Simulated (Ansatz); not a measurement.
`[BH]Br` radical, relaxed with UKS PBE0-D4/def2-TZVP in Ansatz 0.2.0 from a PBE-D4/def2-SVP geometry. The force threshold is 0.005 eV/Å; the program also tests the step.

The species carries charge 0 and has multiplicity 2.

Start:

```xyz
3

B     0.051   -0.526   -0.015
Br   -0.217    0.928   -1.175
H     0.166   -0.402    1.189
```

```tsv
step	energy (eV)	largest force (eV/Å)	largest move (Å)
1	-70728.2976	0.435	0.000
2	-70728.3043	0.124	0.012
3	-70728.3051	0.011	0.005
4	-70728.3051	0.000	0.000
```

End:

```xyz
3

B     0.051   -0.519   -0.007
Br   -0.215    0.920   -1.167
H     0.164   -0.401    1.174
```

Run time 5 s (2 threads of a server CPU on a shared host); peak host memory 0.18 GiB.
